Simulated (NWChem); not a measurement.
System: PbNH₂F, singlet; SMILES [NH2][Pb][F]

Input file for NWChem:

```
start job
memory heap 200 mb stack 900 mb global 1100 mb
geometry units angstroms noautoz
  Pb     0.281077     0.029465     0.000000
  F     -0.956784    -1.625761     0.000000
  N     -1.396265     1.331116     0.000000
  H     -2.342249     0.957415     0.000000
  H     -1.396956     2.346614     0.000000
end
basis spherical
  * library def2-svp
end
ecp
  Pb library def2-ecp
end
dft
  xc m06-2x
  grid fine
  iterations 150
  mulliken
end
task dft gradient
```

Output (shortened):

```
             Northwest Computational Chemistry Package (NWChem) 7.3.0
             --------------------------------------------------------

 CS  symmetry detected

                             Geometry "geometry" -> ""
                             -------------------------

 Output coordinates in angstroms (scale by  1.889725989 to convert to a.u.)

  No.       Tag          Charge          X              Y              Z
 ---- ---------------- ---------- -------------- -------------- --------------
    1 Pb                  82.0000     0.27204080     0.02309621     0.00000000
    2 F                    9.0000    -0.97982107    -1.62156632     0.00000000
    3 N                    7.0000    -1.39419565     1.33893344     0.00000000
    4 H                    1.0000    -2.34331663     0.97327305     0.00000000
    5 H                    1.0000    -1.38626961     2.35440074     0.00000000

 Effective nuclear repulsion energy (a.u.)     384.3453872758

      Symmetry information
      --------------------

 Group name             Cs
 Group number              2
 Group order               2
 No. of unique centers     5

                                 NWChem DFT Module
                                 -----------------

 Summary of "ao basis" -> "ao basis" (spherical)
 ------------------------------------------------------------------------------
       Tag                 Description            Shells   Functions and Types
 ---------------- ------------------------------  ------  ---------------------
 Pb                         def2-svp                10       26   4s4p2d
 F                          def2-svp                 6       14   3s2p1d
 N                          def2-svp                 6       14   3s2p1d
 H                          def2-svp                 3        5   2s1p

      Symmetry analysis of basis
      --------------------------

        a'         46
        a"         18

            General Information
            -------------------
          SCF calculation type: DFT
          Wavefunction type:  closed shell.
          No. of atoms     :     5
          No. of electrons :    40
           Alpha electrons :    20
            Beta electrons :    20
          Charge           :     0
          Spin multiplicity:     1
          Use of symmetry is: on ; symmetry adaption is: on
          Maximum number of iterations: 150
          AO basis - number of functions:    64
                     number of shells:    28
          Convergence on energy requested:  1.00D-06
          Convergence on density requested:  1.00D-05
          Convergence on gradient requested:  5.00D-04

              XC Information
              --------------
                       M06-2X Method XC Functional
                     Hartree-Fock (Exact) Exchange  0.540
                        M06-2X Exchange Functional  1.000
                      M06-2X Correlation Potential  1.000

             Grid Information
             ----------------
          Grid used for XC integration:  fine
          Radial quadrature: Mura-Knowles
          Angular quadrature: Lebedev.
          Tag              B.-S. Rad. Rad. Pts. Rad. Cut. Ang. Pts.
          ---              ---------- --------- --------- ---------
          Pb                  1.80      141          10.0       974
          F                   0.50       70          11.0       590
          N                   0.65       70           8.0       590
          H                   0.35       60          11.0       590
          Grid pruning is: on
          Number of quadrature shells:   401
          Spatial weights used:  Erf1

      Superposition of Atomic Density Guess
      -------------------------------------

 Sum of atomic energies:        -373.89534425

      Non-variational initial energy
      ------------------------------

 Total energy =    -346.543310
 1-e energy   =    -786.374827
 2-e energy   =     320.929200
 HOMO         =      -0.331819
 LUMO         =      -0.034969

      Symmetry analysis of molecular orbitals - initial
      -------------------------------------------------

  Numbering of irreducible representations:

     1 a'          2 a"

  Orbital symmetries:

     1 a'          2 a'          3 a'          4 a'          5 a'
     6 a"          7 a'          8 a'          9 a'         10 a'
    11 a"         12 a"         13 a'         14 a'         15 a'
    16 a"         17 a'         18 a'         19 a'         20 a"
    21 a"         22 a'         23 a'         24 a'         25 a'
    26 a'         27 a"         28 a'         29 a'         30 a'

     ---------------------------------------------
      Total Density - Mulliken Population Analysis
     ---------------------------------------------

    Atom       Charge   Shell Charges
 -----------   ------   -------------------------------------------------------
    1 Pb  22    20.63   2.99 -0.94  1.19  0.70  3.38  2.61  0.44  0.21  9.75  0.31
    2 F    9     9.81   1.99  1.16  0.81  3.59  2.25  0.00
    3 N    7     8.02   1.99  1.05  0.52  2.60  1.86  0.01
    4 H    1     0.78   0.60  0.13  0.05
    5 H    1     0.77   0.60  0.13  0.05

   convergence    iter        energy       DeltaE   RMS-Dens  Diis-err
 ---------------- ----- ----------------- --------- --------- ---------
 d= 0,ls=0.0,diis     1   -348.2729920629 -4.67D+02  2.36D-02  8.62D-01
 d= 0,ls=0.0,diis     2   -348.1611926159  1.12D-01  1.19D-02  2.18D+00
 d= 0,ls=0.0,diis     3   -348.3835696891 -2.22D-01  1.18D-03  1.63D-03
 d= 0,ls=0.0,diis     4   -348.3839599193 -3.90D-04  2.43D-04  7.66D-05
 d= 0,ls=0.0,diis     5   -348.3833058060  6.54D-04  1.95D-04  6.12D-05
  Resetting Diis
 d= 0,ls=0.0,diis     6   -348.3833246930 -1.89D-05  2.24D-04  2.22D-05
 d= 0,ls=0.0,diis     7   -348.3833345959 -9.90D-06  5.25D-05  1.53D-06
 d= 0,ls=0.0,diis     8   -348.3833349326 -3.37D-07  1.06D-05  5.69D-07
 d= 0,ls=0.0,diis     9   -348.3833349975 -6.49D-08  4.48D-06  1.57D-07

         Total DFT energy =     -348.383334997527
      One electron energy =     -789.496588348359
           Coulomb energy =      356.277200566868
    Exchange-Corr. energy =      -34.066264908771
 Nuclear repulsion energy =      118.902317692734

 Numeric. integr. density =       40.000000457011

                  Occupations of the irreducible representations
                  ----------------------------------------------

                     irrep           alpha         beta
                     --------     --------     --------
                     a'               15.0         15.0
                     a"                5.0          5.0

                       DFT Final Molecular Orbital Analysis
                       ------------------------------------

 Vector   18  Occ=2.000000D+00  E=-3.956271D-01  Symmetry=a'
              MO Center= -8.8D-01, -1.3D+00, -2.4D-15, r^2= 1.6D+00
   Bfn.  Coefficient  Atom+Function         Bfn.  Coefficient  Atom+Function
  ----- ------------  ---------------      ----- ------------  ---------------
    31      0.583784  2 F  py                34     -0.434864  2 F  py
    30     -0.156646  2 F  px                12      0.133516  1 Pb py
    17      0.133234  1 Pb d -2              43      0.117986  3 N  s
    45      0.117704  3 N  py                33      0.113291  2 F  px
     3      0.098876  1 Pb s                 11      0.098649  1 Pb px

 Vector   19  Occ=2.000000D+00  E=-3.336853D-01  Symmetry=a'
              MO Center= -1.3D-01,  9.8D-02,  6.5D-16, r^2= 3.5D+00
   Bfn.  Coefficient  Atom+Function         Bfn.  Coefficient  Atom+Function
  ----- ------------  ---------------      ----- ------------  ---------------
     3      0.467657  1 Pb s                  1     -0.325319  1 Pb s
    11      0.315638  1 Pb px                 4      0.309937  1 Pb s
    30      0.288180  2 F  px                43     -0.268074  3 N  s
    44      0.262277  3 N  px                33     -0.225733  2 F  px
    47     -0.192262  3 N  px                45     -0.164191  3 N  py

 Vector   20  Occ=2.000000D+00  E=-2.975643D-01  Symmetry=a"
              MO Center= -1.3D+00,  1.2D+00,  4.8D-16, r^2= 1.5D+00
   Bfn.  Coefficient  Atom+Function         Bfn.  Coefficient  Atom+Function
  ----- ------------  ---------------      ----- ------------  ---------------
    46      0.537812  3 N  pz                49     -0.486403  3 N  pz
    13     -0.141557  1 Pb pz                16     -0.139896  1 Pb pz
    32     -0.096461  2 F  pz                35      0.081420  2 F  pz
    18      0.070170  1 Pb d -1              20      0.061835  1 Pb d  1
    10      0.056154  1 Pb pz                 7      0.055213  1 Pb pz

 Vector   21  Occ=0.000000D+00  E=-3.359259D-02  Symmetry=a"
              MO Center=  2.1D-01,  1.0D-01,  1.9D-14, r^2= 4.1D+00
   Bfn.  Coefficient  Atom+Function         Bfn.  Coefficient  Atom+Function
  ----- ------------  ---------------      ----- ------------  ---------------
    16      0.667873  1 Pb pz                13      0.452480  1 Pb pz
    49     -0.260034  3 N  pz                46      0.214968  3 N  pz
    10     -0.170068  1 Pb pz                 7     -0.165584  1 Pb pz
    32      0.135949  2 F  pz                35     -0.134073  2 F  pz
    20      0.062820  1 Pb d  1              25     -0.053864  1 Pb d  1

 Vector   22  Occ=0.000000D+00  E= 2.505500D-02  Symmetry=a'
              MO Center=  4.6D-01,  1.7D-01,  2.2D-15, r^2= 4.9D+00
   Bfn.  Coefficient  Atom+Function         Bfn.  Coefficient  Atom+Function
  ----- ------------  ---------------      ----- ------------  ---------------
    15      0.903317  1 Pb py                43     -0.353632  3 N  s
    29      0.286978  2 F  s                 12      0.277836  1 Pb py
     3     -0.207602  1 Pb s                 14      0.152711  1 Pb px
    30     -0.148171  2 F  px                17     -0.146796  1 Pb d -2
    56      0.140187  4 H  s                 33      0.139385  2 F  px

 Vector   23  Occ=0.000000D+00  E= 6.085678D-02  Symmetry=a'
              MO Center=  2.3D-02,  2.9D-01, -4.8D-15, r^2= 6.1D+00
   Bfn.  Coefficient  Atom+Function         Bfn.  Coefficient  Atom+Function
  ----- ------------  ---------------      ----- ------------  ---------------
    14      0.946015  1 Pb px                43      0.895775  3 N  s
    61     -0.395788  5 H  s                  3     -0.345059  1 Pb s
     1      0.201970  1 Pb s                  4     -0.196983  1 Pb s
    15     -0.194907  1 Pb py                29      0.192476  2 F  s
    11      0.184114  1 Pb px                42      0.178751  3 N  s

     ---------------------------------------------
      Total Density - Mulliken Population Analysis
     ---------------------------------------------

    Atom       Charge   Shell Charges
 -----------   ------   -------------------------------------------------------
    1 Pb  22    21.13   3.00 -0.94  1.31  0.51  3.37  2.63  0.79  0.35  9.72  0.40
    2 F    9     9.56   1.99  1.10  0.87  3.31  2.29  0.00
    3 N    7     7.59   1.99  0.95  0.55  2.38  1.70  0.01
    4 H    1     0.85   0.69  0.12  0.04
    5 H    1     0.87   0.70  0.12  0.04

     -------------------------------------------
      Total Density - Lowdin Population Analysis
     -------------------------------------------

    Atom       Charge   Shell Charges
 -----------   ------   -------------------------------------------------------
    1 Pb  22    21.35   1.48  0.47  1.06  0.76  3.08  2.69  0.99  0.54  9.35  0.91
    2 F    9     9.44   1.98  1.03  0.84  3.22  2.38  0.00
    3 N    7     7.32   1.97  0.72  0.48  2.21  1.91  0.02
    4 H    1     0.94   0.59  0.22  0.13
    5 H    1     0.95   0.59  0.22  0.13

     Multipole analysis of the density
     ---------------------------------

     L   x y z        total         alpha         beta         nuclear
     -   - - -        -----         -----         ----         -------
     0   0 0 0     -0.000000    -20.000000    -20.000000     40.000000

     1   1 0 0      0.946274     15.895614     15.895614    -30.844954
     1   0 1 0      1.170941      1.894836      1.894836     -2.618730
     1   0 0 1     -0.000000     -0.000000     -0.000000      0.000000

     2   2 0 0    -28.426090    -70.078645    -70.078645    111.731199
     2   1 1 0     -2.740417      6.082309      6.082309    -14.905034
     2   1 0 1     -0.000000     -0.000000     -0.000000      0.000000
     2   0 2 0    -30.658433    -91.601247    -91.601247    152.544062
     2   0 1 1     -0.000000     -0.000000     -0.000000      0.000000
     2   0 0 2    -27.085606    -13.542803    -13.542803      0.000000

            General Information
            -------------------
          SCF calculation type: DFT
          Wavefunction type:  closed shell.
          No. of atoms     :     5
          No. of electrons :    40
           Alpha electrons :    20
            Beta electrons :    20
          Charge           :     0
          Spin multiplicity:     1
          Use of symmetry is: on ; symmetry adaption is: on
          Maximum number of iterations: 150
          AO basis - number of functions:    64
                     number of shells:    28
          Convergence on energy requested:  1.00D-06
          Convergence on density requested:  1.00D-05
          Convergence on gradient requested:  5.00D-04

              XC Information
              --------------
                       M06-2X Method XC Functional
                     Hartree-Fock (Exact) Exchange  0.540
                        M06-2X Exchange Functional  1.000
                      M06-2X Correlation Potential  1.000

             Grid Information
             ----------------
          Grid used for XC integration:  fine
          Radial quadrature: Mura-Knowles
          Angular quadrature: Lebedev.
          Tag              B.-S. Rad. Rad. Pts. Rad. Cut. Ang. Pts.
          ---              ---------- --------- --------- ---------
          Pb                  1.80      141          10.0       974
          F                   0.50       70          11.0       590
          N                   0.65       70           8.0       590
          H                   0.35       60          11.0       590
          Grid pruning is: on
          Number of quadrature shells:   401
          Spatial weights used:  Erf1

          Convergence Information
          -----------------------
          Convergence aids based upon iterative change in
          total energy or number of iterations.
          Levelshifting, if invoked, occurs when the
          HOMO/LUMO gap drops below (HL_TOL):  1.00D-02
          DIIS, if invoked, will attempt to extrapolate
          using up to (NFOCK): 10 stored Fock matrices.

                    Damping( 0%)  Levelshifting(0.5)       DIIS
                  --------------- ------------------- ---------------
          dE  on:    start            ASAP                start
          dE off:    2 iters        150 iters           150 iters

                            NWChem DFT Gradient Module
                            --------------------------

  charge          =   0.00
  wavefunction    = closed shell

  Using symmetry

                         DFT ENERGY GRADIENTS

    atom               coordinates                        gradient
                 x          y          z           x          y          z
   1 Pb      0.514083   0.043646   0.000000   -0.000712   0.000667   0.000000
   2 F      -1.851593  -3.064316   0.000000    0.000148  -0.001304   0.000000
   3 N      -2.634648   2.530217   0.000000   -0.000003   0.000803   0.000000
   4 H      -4.428226   1.839219   0.000000   -0.000025  -0.000576   0.000000
   5 H      -2.619670   4.449172   0.000000    0.000592   0.000410   0.000000
```

Level: M06-2X/def2-SVP with def2 effective core potentials on Pb. Low-valent species are run as closed-shell singlets; no triplet was tried in these runs. Structure relaxed at the PBE0/def2-SVP level. def2 effective core potentials on Pb; no spin-orbit coupling.
